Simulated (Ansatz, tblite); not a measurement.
Removing and adding an electron: SbH₂Br. Total charge 0; singlet. Geometry: r2SCAN-D4/def2-TZVP. Ansatz, gas phase; energy differences of separate SCF runs; the oxidised species was run as a doublet alone; the reduced species was run as a doublet alone.

```xyz
4

Sb    0.2584   -0.7196    0.3209
H    -1.4138   -0.3596    0.4226
H     0.1732   -0.5962   -1.3861
Br    0.9822    1.6754    0.6426
```

In the def2 sets Sb takes a core potential; there is no spin–orbit coupling. The xTB rows come from tblite. Correlated methods freeze 13 core orbitals; core or outer-core shells of Sb, Br are correlated, in sets that lack core-valence functions.

Estimate orbital energies and vertical ionisation energies and electron affinities at: GFN1-xTB; GFN2-xTB; HF/def2-TZVPD; HF/def2-TZVPP; PBE-D4/def2-TZVP; PBE-D4/def2-TZVPD; r2SCAN-D4/def2-TZVP; r2SCAN-D4/def2-TZVPD; PBE0-D4/def2-TZVP; PBE0-D4/def2-TZVPD; MP2/def2-TZVPD; MP2/def2-TZVPP; CCSD/def2-TZVPD; CCSD/def2-TZVPP; CCSD(T)/def2-TZVPD; CCSD(T)/def2-TZVPP.


```tsv
level	−HOMO (eV)	vertical IE (eV)	−LUMO (eV)	vertical EA (eV)	HOMO–LUMO gap (eV)	IE − EA (eV)	remarks
GFN1-xTB	11.59	15.55	6.49	2.21	5.10	13.33	–
GFN2-xTB	11.16	14.37	7.07	3.85	4.09	10.53	–
HF/def2-TZVPD	–	–	–	-0.36	–	–	–
HF/def2-TZVPP	–	9.17	–	–	–	–	–
PBE-D4/def2-TZVP	6.44	9.45	2.68	–	3.76	–	–
PBE-D4/def2-TZVPD	6.47	–	2.74	0.34	3.73	–	HOMO above zero (-1 doublet)
r2SCAN-D4/def2-TZVP	6.72	9.61	2.50	–	4.22	–	–
r2SCAN-D4/def2-TZVPD	6.74	–	2.55	0.34	4.20	–	HOMO above zero (-1 doublet)
PBE0-D4/def2-TZVP	7.55	9.67	1.92	–	5.63	–	–
PBE0-D4/def2-TZVPD	7.57	–	1.98	0.33	5.59	–	HOMO above zero (-1 doublet)
MP2/def2-TZVPD	–	–	–	0.19	–	–	–
MP2/def2-TZVPP	–	9.95	–	–	–	–	–
CCSD/def2-TZVPD	–	–	–	0.13	–	–	–
CCSD/def2-TZVPP	–	9.80	–	–	–	–	–
CCSD(T)/def2-TZVPD	–	–	–	0.17	–	–	–
CCSD(T)/def2-TZVPP	–	9.77	–	–	–	–	–
```

   A HOMO above zero means that the electron is unbound at that level or that self-interaction error raises the level; the energy of removing that electron tells which. Raw xTB energy differences between charge states are shifted by several eV; the methods need an empirical correction for them. A negative affinity means that the extra electron isn't bound; its size then hangs on the basis.
